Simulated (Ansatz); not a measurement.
Input for Ansatz (a program for electronic structure): R-PBE0/def2-TZVPP on CH5AlS (SMILES C[S][AlH2]), a point of a torsion scan.

Ansatz 0.2 input:
```yaml
crystal:
  periodic: [false, false, false]
  atoms:
    - {symbol: C, position_ang: [1.38217799, 0.19855100, 0.12028459]}
    - {symbol: S, position_ang: [0.18964430, -1.09106183, 0.69696288]}
    - {symbol: Al, position_ang: [-1.61238973, -0.22127775, -0.18814900]}
    - {symbol: H, position_ang: [1.05658668, 0.62840435, -0.82625339]}
    - {symbol: H, position_ang: [2.33667411, -0.30020448, -0.01175514]}
    - {symbol: H, position_ang: [1.46992010, 0.96924612, 0.87941903]}
    - {symbol: H, position_ang: [-1.64773654, -0.03287525, -1.71678367]}
    - {symbol: H, position_ang: [-2.82779868, 0.22155630, 0.64269251]}
basis:
  gaussian:
    orbitals: def2-TZVPP
hamiltonian:
  xc: {name: PBE0}
scf: {lower_state_search: off}
```

It printed:

```
WARN ansatz: RAYON_NUM_THREADS=1 ignored (pool sized by the plan → 1); use --threads N
Functional definition: PBE0
these checks for a lower state are left out or cut short: stability, starts, cluster_reference, orbital_swaps, neighbouring_geometries, increment
integrals: 0.10 GiB planned
1090 factors; their error is unknown
mean field: 0.82 GiB planned
mean field evaluation 1: about -18539.9718 eV, gradient 4.0e1 eV
mean field evaluation 2: about -18538.0515 eV, gradient 4.7e1 eV
mean field evaluation 4: about -18543.8129 eV, gradient 1.3e0 eV
mean field evaluation 8: about -18543.8150 eV, gradient 2.0e-2 eV
mean field evaluation 16: about -18543.8280 eV, gradient 7.6e-6 eV
mean field -18543.82803547 eV, -681.4731108454 hartree, gradient 7.6e-6 eV, S^2 0.000000; 0 other end points of the search recorded, 0 dependent functions left out
reference -18543.82806781 eV, -681.4731120339 hartree; 20, 20 occupied and 165, 165 virtual orbitals, 1090 factors
Total energy: -18543.82806781 eV, -681.4731120339 hartree
Checks for a lower state left out: stability, starts, cluster_reference, orbital_swaps, neighbouring_geometries, increment
```

The run converged.

Cost: very roughly 2.2 core-seconds.
